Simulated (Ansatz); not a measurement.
A short molecular-dynamics run on `[As]#[As+]` radical.

```yaml
crystal:
  periodic: [false, false, false]
  atoms:
    - {symbol: As, position_ang: [0.932570, -0.308975, 0.478536]}
    - {symbol: As, position_ang: [-0.932570, 0.308975, -0.478536]}
basis:
  gaussian: {orbitals: def2-SVP}
total_charge: 1
magnetization: {spin_polarized: true, initial_magnetization: 1}
hamiltonian: {xc: {name: revPBE}}
md: {timestep: 1 fs, n_steps: 50, ensemble: nvt_nose_hoover, temperature: 700, initial_velocities: maxwell_boltzmann, seed: 456}
```

```sh
$ ansatz run in.yaml --threads 2 --pin off --events-out ev --progress --plain --max-ram 32768MiB --backend cpu
```

| step | time (fs) | potential energy (eV) | kinetic (eV) | T (K) | conserved (eV) |
| --- | --- | --- | --- | --- | --- |
| 0 | 0.0 | -121648.8588 | 0.0302 | 700 | -121648.8286 |
| 1 | 1.0 | -121648.8627 | 0.0341 | 790 | -121648.8286 |
| 2 | 2.0 | -121648.8664 | 0.0378 | 877 | -121648.8286 |
| 3 | 3.0 | -121648.8698 | 0.0412 | 957 | -121648.8286 |
| 4 | 4.0 | -121648.8730 | 0.0443 | 1029 | -121648.8286 |
| 5 | 5.0 | -121648.8757 | 0.0470 | 1091 | -121648.8286 |
| 6 | 6.0 | -121648.8779 | 0.0493 | 1143 | -121648.8286 |
| 7 | 7.0 | -121648.8797 | 0.0510 | 1184 | -121648.8286 |
| 8 | 8.0 | -121648.8810 | 0.0523 | 1213 | -121648.8286 |
| 9 | 9.0 | -121648.8817 | 0.0529 | 1229 | -121648.8286 |
| 10 | 10.0 | -121648.8819 | 0.0531 | 1233 | -121648.8286 |
| 11 | 11.0 | -121648.8816 | 0.0527 | 1224 | -121648.8286 |
| 12 | 12.0 | -121648.8808 | 0.0518 | 1203 | -121648.8286 |
| 13 | 13.0 | -121648.8795 | 0.0505 | 1172 | -121648.8286 |
| 14 | 14.0 | -121648.8777 | 0.0487 | 1129 | -121648.8286 |
| 15 | 15.0 | -121648.8756 | 0.0464 | 1078 | -121648.8286 |
| 16 | 16.0 | -121648.8731 | 0.0439 | 1018 | -121648.8286 |
| 17 | 17.0 | -121648.8703 | 0.0410 | 951 | -121648.8286 |
| 18 | 18.0 | -121648.8673 | 0.0379 | 879 | -121648.8286 |
| 19 | 19.0 | -121648.8640 | 0.0346 | 803 | -121648.8286 |
| 20 | 20.0 | -121648.8607 | 0.0312 | 724 | -121648.8286 |
| 21 | 21.0 | -121648.8573 | 0.0277 | 643 | -121648.8286 |
| 22 | 22.0 | -121648.8539 | 0.0243 | 563 | -121648.8286 |
| 23 | 23.0 | -121648.8505 | 0.0209 | 484 | -121648.8286 |
| 24 | 24.0 | -121648.8472 | 0.0176 | 408 | -121648.8286 |
| 25 | 25.0 | -121648.8441 | 0.0144 | 335 | -121648.8286 |
| 26 | 26.0 | -121648.8412 | 0.0115 | 268 | -121648.8286 |
| 27 | 27.0 | -121648.8386 | 0.0089 | 206 | -121648.8286 |
| 28 | 28.0 | -121648.8363 | 0.0065 | 151 | -121648.8286 |
| 29 | 29.0 | -121648.8342 | 0.0045 | 104 | -121648.8286 |
| 30 | 30.0 | -121648.8326 | 0.0028 | 65 | -121648.8286 |
| 31 | 31.0 | -121648.8313 | 0.0015 | 35 | -121648.8286 |
| 32 | 32.0 | -121648.8303 | 0.0006 | 14 | -121648.8286 |
| 33 | 33.0 | -121648.8299 | 0.0001 | 2 | -121648.8286 |
| 34 | 34.0 | -121648.8298 | 0.0000 | 0 | -121648.8286 |
| 35 | 35.0 | -121648.8301 | 0.0004 | 8 | -121648.8286 |
| 36 | 36.0 | -121648.8308 | 0.0011 | 25 | -121648.8286 |
| 37 | 37.0 | -121648.8320 | 0.0022 | 52 | -121648.8286 |
| 38 | 38.0 | -121648.8335 | 0.0038 | 87 | -121648.8286 |
| 39 | 39.0 | -121648.8354 | 0.0057 | 131 | -121648.8286 |
| 40 | 40.0 | -121648.8376 | 0.0079 | 183 | -121648.8286 |
| 41 | 41.0 | -121648.8402 | 0.0104 | 242 | -121648.8286 |
| 42 | 42.0 | -121648.8430 | 0.0132 | 307 | -121648.8286 |
| 43 | 43.0 | -121648.8460 | 0.0163 | 377 | -121648.8286 |
| 44 | 44.0 | -121648.8492 | 0.0195 | 452 | -121648.8286 |
| 45 | 45.0 | -121648.8525 | 0.0228 | 530 | -121648.8286 |
| 46 | 46.0 | -121648.8559 | 0.0262 | 609 | -121648.8286 |
| 47 | 47.0 | -121648.8593 | 0.0297 | 689 | -121648.8286 |
| 48 | 48.0 | -121648.8627 | 0.0331 | 768 | -121648.8286 |
| 49 | 49.0 | -121648.8660 | 0.0364 | 845 | -121648.8286 |
| 50 | 50.0 | -121648.8691 | 0.0396 | 919 | -121648.8286 |

Velocities are drawn at the set temperature; a run this short doesn't reach equilibrium.

Frames (Å, forces in eV/Å):

```xyz
2
time=0.0 fs
As    0.933   -0.309    0.479    0.859   -0.284    0.441
As   -0.933    0.309   -0.479   -0.859    0.284   -0.441
2
time=1.0 fs
As    0.934   -0.310    0.479    0.779   -0.258    0.399
As   -0.934    0.310   -0.479   -0.779    0.258   -0.399
2
time=2.0 fs
As    0.936   -0.310    0.480    0.695   -0.230    0.357
As   -0.936    0.310   -0.480   -0.695    0.230   -0.357
2
time=3.0 fs
As    0.938   -0.311    0.481    0.609   -0.202    0.313
As   -0.938    0.311   -0.481   -0.609    0.202   -0.313
2
time=4.0 fs
As    0.940   -0.311    0.482    0.522   -0.173    0.268
As   -0.940    0.311   -0.482   -0.522    0.173   -0.268
2
time=5.0 fs
As    0.942   -0.312    0.483    0.433   -0.143    0.222
As   -0.942    0.312   -0.483   -0.433    0.143   -0.222
2
time=6.0 fs
As    0.944   -0.313    0.485    0.343   -0.114    0.176
As   -0.944    0.313   -0.485   -0.343    0.114   -0.176
2
time=7.0 fs
As    0.946   -0.314    0.486    0.254   -0.084    0.130
As   -0.946    0.314   -0.486   -0.254    0.084   -0.130
2
time=8.0 fs
As    0.949   -0.314    0.487    0.165   -0.055    0.085
As   -0.949    0.314   -0.487   -0.165    0.055   -0.085
2
time=9.0 fs
As    0.951   -0.315    0.488    0.077   -0.025    0.039
As   -0.951    0.315   -0.488   -0.077    0.025   -0.039
2
time=10.0 fs
As    0.953   -0.316    0.489   -0.010    0.003   -0.005
As   -0.953    0.316   -0.489    0.010   -0.003    0.005
2
time=11.0 fs
As    0.955   -0.317    0.490   -0.094    0.031   -0.048
As   -0.955    0.317   -0.490    0.094   -0.031    0.048
2
time=12.0 fs
As    0.958   -0.317    0.491   -0.176    0.058   -0.090
As   -0.958    0.317   -0.491    0.176   -0.058    0.090
2
time=13.0 fs
As    0.960   -0.318    0.492   -0.256    0.085   -0.131
As   -0.960    0.318   -0.492    0.256   -0.085    0.131
2
time=14.0 fs
As    0.962   -0.319    0.494   -0.333    0.110   -0.171
As   -0.962    0.319   -0.494    0.333   -0.110    0.171
2
time=15.0 fs
As    0.964   -0.319    0.495   -0.406    0.135   -0.208
As   -0.964    0.319   -0.495    0.406   -0.135    0.208
2
time=16.0 fs
As    0.966   -0.320    0.496   -0.477    0.158   -0.245
As   -0.966    0.320   -0.496    0.477   -0.158    0.245
2
time=17.0 fs
As    0.968   -0.321    0.497   -0.543    0.180   -0.279
As   -0.968    0.321   -0.497    0.543   -0.180    0.279
2
time=18.0 fs
As    0.970   -0.321    0.498   -0.606    0.201   -0.311
As   -0.970    0.321   -0.498    0.606   -0.201    0.311
2
time=19.0 fs
As    0.972   -0.322    0.499   -0.666    0.221   -0.342
As   -0.972    0.322   -0.499    0.666   -0.221    0.342
2
time=20.0 fs
As    0.974   -0.323    0.500   -0.721    0.239   -0.370
As   -0.974    0.323   -0.500    0.721   -0.239    0.370
2
time=21.0 fs
As    0.975   -0.323    0.500   -0.773    0.256   -0.396
As   -0.975    0.323   -0.500    0.773   -0.256    0.396
2
time=22.0 fs
As    0.977   -0.324    0.501   -0.820    0.272   -0.421
As   -0.977    0.324   -0.501    0.820   -0.272    0.421
2
time=23.0 fs
As    0.978   -0.324    0.502   -0.864    0.286   -0.443
As   -0.978    0.324   -0.502    0.864   -0.286    0.443
2
time=24.0 fs
As    0.980   -0.325    0.503   -0.903    0.299   -0.464
As   -0.980    0.325   -0.503    0.903   -0.299    0.464
2
time=25.0 fs
As    0.981   -0.325    0.503   -0.939    0.311   -0.482
As   -0.981    0.325   -0.503    0.939   -0.311    0.482
2
time=26.0 fs
As    0.982   -0.325    0.504   -0.971    0.322   -0.498
As   -0.982    0.325   -0.504    0.971   -0.322    0.498
2
time=27.0 fs
As    0.983   -0.326    0.504   -0.998    0.331   -0.512
As   -0.983    0.326   -0.504    0.998   -0.331    0.512
2
time=28.0 fs
As    0.984   -0.326    0.505   -1.022    0.339   -0.525
As   -0.984    0.326   -0.505    1.022   -0.339    0.525
2
time=29.0 fs
As    0.984   -0.326    0.505   -1.042    0.345   -0.535
As   -0.984    0.326   -0.505    1.042   -0.345    0.535
2
time=30.0 fs
As    0.985   -0.326    0.505   -1.058    0.351   -0.543
As   -0.985    0.326   -0.505    1.058   -0.351    0.543
2
time=31.0 fs
As    0.986   -0.327    0.506   -1.071    0.355   -0.549
As   -0.986    0.327   -0.506    1.071   -0.355    0.549
2
time=32.0 fs
As    0.986   -0.327    0.506   -1.079    0.358   -0.554
As   -0.986    0.327   -0.506    1.079   -0.358    0.554
2
time=33.0 fs
As    0.986   -0.327    0.506   -1.084    0.359   -0.556
As   -0.986    0.327   -0.506    1.084   -0.359    0.556
2
time=34.0 fs
As    0.986   -0.327    0.506   -1.084    0.359   -0.556
As   -0.986    0.327   -0.506    1.084   -0.359    0.556
2
time=35.0 fs
As    0.986   -0.327    0.506   -1.081    0.358   -0.555
As   -0.986    0.327   -0.506    1.081   -0.358    0.555
2
time=36.0 fs
As    0.986   -0.327    0.506   -1.074    0.356   -0.551
As   -0.986    0.327   -0.506    1.074   -0.356    0.551
2
time=37.0 fs
As    0.985   -0.326    0.506   -1.064    0.352   -0.546
As   -0.985    0.326   -0.506    1.064   -0.352    0.546
2
time=38.0 fs
As    0.985   -0.326    0.505   -1.049    0.348   -0.538
As   -0.985    0.326   -0.505    1.049   -0.348    0.538
2
time=39.0 fs
As    0.984   -0.326    0.505   -1.031    0.341   -0.529
As   -0.984    0.326   -0.505    1.031   -0.341    0.529
2
time=40.0 fs
As    0.983   -0.326    0.505   -1.008    0.334   -0.517
As   -0.983    0.326   -0.505    1.008   -0.334    0.517
2
time=41.0 fs
As    0.982   -0.325    0.504   -0.982    0.325   -0.504
As   -0.982    0.325   -0.504    0.982   -0.325    0.504
2
time=42.0 fs
As    0.981   -0.325    0.504   -0.952    0.315   -0.489
As   -0.981    0.325   -0.504    0.952   -0.315    0.489
2
time=43.0 fs
As    0.980   -0.325    0.503   -0.918    0.304   -0.471
As   -0.980    0.325   -0.503    0.918   -0.304    0.471
2
time=44.0 fs
As    0.979   -0.324    0.502   -0.880    0.292   -0.452
As   -0.979    0.324   -0.502    0.880   -0.292    0.452
2
time=45.0 fs
As    0.977   -0.324    0.502   -0.838    0.278   -0.430
As   -0.977    0.324   -0.502    0.838   -0.278    0.430
2
time=46.0 fs
As    0.976   -0.323    0.501   -0.792    0.262   -0.406
As   -0.976    0.323   -0.501    0.792   -0.262    0.406
2
time=47.0 fs
As    0.974   -0.323    0.500   -0.742    0.246   -0.381
As   -0.974    0.323   -0.500    0.742   -0.246    0.381
2
time=48.0 fs
As    0.973   -0.322    0.499   -0.689    0.228   -0.353
As   -0.973    0.322   -0.499    0.689   -0.228    0.353
2
time=49.0 fs
As    0.971   -0.322    0.498   -0.631    0.209   -0.324
As   -0.971    0.322   -0.498    0.631   -0.209    0.324
2
time=50.0 fs
As    0.969   -0.321    0.497   -0.570    0.189   -0.292
As   -0.969    0.321   -0.497    0.570   -0.189    0.292
```

Run time 30 s (2 threads of an AMD EPYC 7R13 on a shared host); peak host memory 0.22 GiB.
